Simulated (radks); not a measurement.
Values are calculated unless marked as measured or tabulated.
Nd IV, configuration [Xe] 4f2 5d1 (not the ground configuration).

Level of theory: Dirac Kohn-Sham, PBE, spin-unpolarised, spherical densities, point nucleus; open shells fill j = l - 1/2 first (a radial shooting solver on a logarithmic mesh with Libxc functionals).

Energy parts (eV):
part                      energy
total                 -261995.04
kinetic                282590.11
electron-nucleus      -638046.87
Hartree                 99495.64
exchange-correlation    -6033.92

Orbitals (lengths in bohr, moments of r in powers of bohr; r(max) is where P^2 peaks):
orbital,occ.,eigenvalue (eV),r(max),<r^2>,small-component weight
1s1/2,2,-43400.91,0.01509,0.0007598,4.95e-02
2s1/2,2,-7049.402,0.08565,0.01197,1.08e-02
2p1/2,2,-6670.529,0.06509,0.008752,1.09e-02
2p3/2,4,-6150.559,0.07053,0.01000,1.02e-02
3s1/2,2,-1561.864,0.2440,0.08096,3.35e-03
3p1/2,2,-1400.206,0.2309,0.07600,3.29e-03
3p3/2,4,-1296.447,0.2426,0.08335,3.10e-03
3d3/2,4,-1015.076,0.1942,0.06764,2.98e-03
3d5/2,6,-992.6659,0.1975,0.06971,2.92e-03
4s1/2,2,-342.0357,0.5647,0.4128,1.05e-03
4p1/2,2,-280.8665,0.5719,0.4377,9.85e-04
4p3/2,4,-258.0627,0.5965,0.4770,9.21e-04
4d3/2,4,-157.3598,0.6111,0.5555,7.73e-04
4d5/2,6,-153.2763,0.6190,0.5708,7.56e-04
5s1/2,2,-71.0801,1.288,2.231,2.46e-04
5p1/2,2,-53.5698,1.395,2.728,2.03e-04
5p3/2,4,-49.9517,1.458,2.986,1.87e-04
4f5/2,2,-37.6865,0.6352,1.038,4.46e-04
4f7/2,0,-37.1778,0.6394,1.056,4.41e-04
5d3/2,1,-26.1145,1.835,5.339,1.07e-04
5d5/2,0,-25.7106,1.861,5.485,1.04e-04

The highest occupied level is 5d3/2 at -26.115 eV. The configuration is held as typed, so some empty levels lie below it. Summed over all electrons, <r^2> = 39.95 bohr^2, which gives a Langevin (diamagnetic) susceptibility term of -31.6 x 10^-6 cm^3/mol. The density falls to 0.001 e/bohr^3 at r = 3.57 bohr.
